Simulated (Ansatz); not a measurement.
Input for Ansatz (an electronic-structure program): R-PBE/def2-TZVPP on C3 (SMILES [C]=C=[C]), atoms moved off the minimum.

Ansatz 0.2 input:
```yaml
crystal:
  periodic: [false, false, false]
  atoms:
    - {symbol: C, position_ang: [-0.14240621, 0.07925303, -1.30470635]}
    - {symbol: C, position_ang: [0.12353649, 0.24626595, 0.04131106]}
    - {symbol: C, position_ang: [0.06985485, -0.05404437, 1.42887712]}
basis:
  gaussian:
    orbitals: def2-TZVPP
hamiltonian:
  xc: {name: PBE}
scf: {lower_state_search: off}
output: {forces: true}
```

The log:

```
WARN ansatz: RAYON_NUM_THREADS=1 ignored (pool sized by the plan → 1); use --threads N
Functional definition: PBE
these checks for a lower state are left out or cut short: stability, starts, cluster_reference, orbital_swaps, neighbouring_geometries, increment
integrals: 0.01 GiB planned
540 factors; their error is unknown
mean field: 0.17 GiB planned
mean field evaluation 1: about -3096.1807 eV, gradient 3.9e1 eV
mean field evaluation 2: about -3067.8395 eV, gradient 1.1e2 eV
mean field evaluation 4: about -3099.1392 eV, gradient 1.6e1 eV
mean field evaluation 8: about -3099.8498 eV, gradient 8.1e-2 eV
mean field evaluation 16: about -3099.8377 eV, gradient 1.2e-4 eV
mean field -3099.83767476 eV, -113.9169334020 hartree, gradient 4.4e-6 eV, S^2 0.000000; 0 other end points of the search recorded, 0 dependent functions left out
the calculation of the forces begins
reference -3099.83770150 eV, -113.9169343848 hartree; 9, 9 occupied and 84, 84 virtual orbitals, 540 factors
Total energy: -3099.83770150 eV, -113.9169343848 hartree
Atom 0 at    -0.142406     0.079253    -1.304706 Å, force     0.740303     0.455359     3.806360 eV/Å
Atom 1 at     0.123536     0.246266     0.041311 Å, force    -0.925993    -1.541493     1.287953 eV/Å
Atom 2 at     0.069855    -0.054044     1.428877 Å, force     0.185690     1.086135    -5.094313 eV/Å
Dipole moment:     0.045356     0.058590     0.042179 e Å
Checks for a lower state left out: stability, starts, cluster_reference, orbital_swaps, neighbouring_geometries, increment
```

Self-consistency was reached.

Cost: about 0.8 core-seconds (a rough figure).
